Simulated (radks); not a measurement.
Values are calculated unless marked as measured or tabulated.
Species: the cadmium ion Cd2+. Configuration: [Kr] 4d10 (the NIST ground configuration). Code: a radial shooting solver on a logarithmic mesh with Libxc functionals. Model: scalar-relativistic Kohn-Sham, r2SCAN, spin-unpolarised, spherical densities, finite nucleus; meta-GGA in the generalised Kohn-Sham scheme; Fermi nuclear charge, rms radius 4.6087 fm.

Unscreened Slater integrals over Kohn-Sham orbitals (cm^-1).

| integral | value |
|---|---|
| F0(4d,4d) | 160080 |
| F2(4d,4d) | 79598 |
| F4(4d,4d) | 51993 |
| F0(4d,4p) | 178790 |
| F2(4d,4p) | 88330 |
| G1(4d,4p) | 111380 |
| G3(4d,4p) | 68090 |
| F0(4d,4s) | 184380 |
| G2(4d,4s) | 82308 |
| F0(4d,3d) | 217470 |
| F2(4d,3d) | 42225 |
| F4(4d,3d) | 18535 |
| G0(4d,3d) | 13123 |
| G2(4d,3d) | 15225 |
| G4(4d,3d) | 11590 |
| F0(4p,4p) | 205260 |
| F2(4p,4p) | 107730 |
| F0(4p,4s) | 213750 |
| G1(4p,4s) | 145270 |
| F0(4p,3d) | 266050 |
| F2(4p,3d) | 62761 |
| G1(4p,3d) | 19677 |
| G3(4p,3d) | 19231 |
| F0(4s,4s) | 223510 |
| F0(4s,3d) | 285070 |
| G2(4s,3d) | 22763 |
| F0(3d,3d) | 596020 |
| F2(3d,3d) | 297340 |
| F4(3d,3d) | 189790 |
